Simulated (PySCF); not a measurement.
C2H7FGe, SMILES C[CH2][GeH2][F].

Geometry: B3LYP-D3(BJ)/def2-SVP. The values are those of a single conformer.

Two levels are set side by side: TDDFT-PBE/def2-SVPD (PySCF) and TDDFT-ωB97X/def2-SVPD (PySCF). Vertical, same geometry. The lowest singlet is HOMO→LUMO 100 % with PBE and HOMO→LUMO 93 % with the other functional; states are paired by order. Differences are taken from unrounded values.

```tsv
quantity	TDDFT-PBE
lowest singlet excitation (eV)	6.57
lowest triplet excitation (TDA) (eV)	6.30
first bright state (f over 0.05) (eV)	7.65
its oscillator strength	0.11
```

**Question.** These are the TDDFT-PBE values. What does TDDFT-ωB97X give? (Estimate from the structure and the level; the computed values follow.)

**Answer.** 
```
quantity                               TDDFT-ωB97X  TDDFT-PBE minus TDDFT-ωB97X
-------------------------------------  -----------  ---------------------------
lowest singlet excitation (eV)                7.62                        -1.05
lowest triplet excitation (TDA) (eV)          7.33                        -1.03
first bright state (f over 0.05) (eV)         9.10                        -1.46
its oscillator strength                       0.19                        -0.08
```

A lower first singlet is the usual sign of a functional without exact exchange. Differences between two approximate levels are no errors against the true value.

Rough cost on one machine, each run with all the roots and properties that it gave: TDDFT-ωB97X against TDDFT-PBE about 9 times.
